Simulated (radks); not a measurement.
Results of a calculation; reference values are marked as such.
Lu I, configuration [Xe] 4f14 5d1 6s2 (the NIST ground configuration).

Code: a radial shooting solver on a logarithmic mesh with Libxc functionals. Model: scalar-relativistic Kohn-Sham, Slater X-alpha with alpha = 0.617, spin-unpolarised, spherical densities, finite nucleus; Fermi nuclear charge, rms radius 5.37 fm.

Energy parts (hartree):
total: -14524.1583
kinetic: 15867.5862
electron-nucleus: -35822.7426
Hartree: 5693.3577
exchange: -262.3596

Orbitals (lengths in bohr, moments of r in powers of bohr; r(max) is where P^2 peaks):
| orbital | occ. | eigenvalue (hartree) | <r> | r(max) |
|---|---|---|---|---|
| 1s | 2 | -2319.463 | 0.01934 | 0.01215 |
| 2s | 2 | -394.5578 | 0.08194 | 0.06940 |
| 2p | 6 | -347.2432 | 0.07298 | 0.05664 |
| 3s | 2 | -89.28128 | 0.2131 | 0.1961 |
| 3p | 6 | -75.08458 | 0.2127 | 0.1934 |
| 3d | 10 | -57.97899 | 0.1928 | 0.1575 |
| 4s | 2 | -17.67494 | 0.4788 | 0.4466 |
| 4p | 6 | -13.01553 | 0.5088 | 0.4677 |
| 4d | 10 | -6.93448 | 0.5488 | 0.4815 |
| 4f | 14 | -0.27319 | 0.7334 | 0.4689 |
| 5s | 2 | -2.17726 | 1.174 | 1.044 |
| 5p | 6 | -1.10352 | 1.403 | 1.198 |
| 5d | 1 | -0.02686 | 3.223 | 1.907 |
| 6s | 2 | -0.13867 | 3.720 | 3.065 |

The highest occupied level is 5d at -0.731 eV. The electron density at the nucleus is 1.171e+06 e/bohr^3 (large components only). For comparison, the ionisation energy in NIST's Atomic Spectra Database is 5.426 eV (measured). In exact Kohn-Sham theory the highest level is minus the ionisation energy, but local and semilocal functionals leave it too shallow, through self-interaction and a potential that decays too fast; potentials with the right tail come closer.

Beside tabulated values, note that spin-unpolarised runs miss the spin-polarisation part of the exchange energy of open shells.
